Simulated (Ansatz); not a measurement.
**Worked example: the interaction energy**

The pair of Cl⁻ (SMILES [Cl-], atom 1) and SiH4O (SMILES [SiH3]O, atoms 2–7), both closed shells, in one local arrangement (a lower one may exist), relaxed at PBE0-D4/def2-TZVPD:

Cl1  (-1.037, -2.741, -0.435)
Si2  (0.383, 0.720, -0.016)
O3  (-0.743, -0.089, 0.819)
H4  (0.041, 0.969, -1.451)
H5  (0.531, 2.067, 0.623)
H6  (1.742, 0.095, -0.002)
H7  (-0.918, -1.020, 0.463)
(Å)

Both fragments are computed in the basis of the whole pair.

Program: Ansatz 0.2.0. Basis: def2-TZVPPD and def2-QZVPPD. Cores are frozen in the correlated methods.

Energies in eV:

| quantity | pair | first fragment | second fragment |
| --- | --- | --- | --- |
| Hartree–Fock, triple zeta (X = 3) | -22471.15001 | -12505.39554 | -9964.93191 |
| Hartree–Fock, quadruple zeta (X = 4) | -22471.82333 | -12505.71736 | -9965.28059 |
| MP2 correlation, X = 3 | -16.14987 | -5.58979 | -10.34994 |
| MP2 correlation, X = 4 | -17.47311 | -6.12743 | -11.10935 |
| CCSD(T) correlation, X = 3 | -17.80607 | -6.26426 | -11.35511 |

(1) Work out the interaction energy at the basis limit: extrapolate Hartree–Fock as E(X) = E∞ + A exp(−7.88 √X) and the MP2 correlation as E(X) = E∞ + B X^−2.97 (the exponents that Neese and Valeev fitted for def2-TZVPP and QZVPP, reused here for the diffuse sets), then add CCSD(T) − MP2 in triple zeta.

T1 diagnostic: at most 0.012.

## Answers

(1) Each step is linear, so take the differences first (pair − first fragment − second fragment): Hartree–Fock -0.82256 (X = 3) and -0.82538 (X = 4); MP2 correlation -0.21014 and -0.23633; CCSD(T) correlation -0.18670.
Two points give E∞ = E(4) + w [E(4) − E(3)], with w = 1/(exp(7.88 (2 − √3)) − 1) = 0.1377 for Hartree–Fock and w = 1/((4/3)^2.97 − 1) = 0.7407 for the correlation.
Hartree–Fock: -0.82538 + 0.1377 × (-0.00282) = -0.8258 eV.
MP2 correlation: -0.23633 + 0.7407 × (-0.02619) = -0.2557 eV.
CCSD(T) − MP2: -0.18670 − (-0.21014) = 0.0234 eV.
Sum: -0.8258 + (-0.2557) + 0.0234 = -1.0581 eV, or -24.40 kcal/mol. Plain CCSD(T) in triple zeta gives -1.0093 eV, so the larger basis shifts the result by -0.0488 eV.

For scale, one of the runs: CCSD(T)/def2-TZVPPD, 207 basis functions, launched by `ansatz run in.yaml --threads 2 --pin off --events-out ev --progress --plain --max-ram 5222MiB`. Time: 2.4 min of wall clock on 2 CPU threads; the host was shared. Peak host memory: 2.6 GiB.
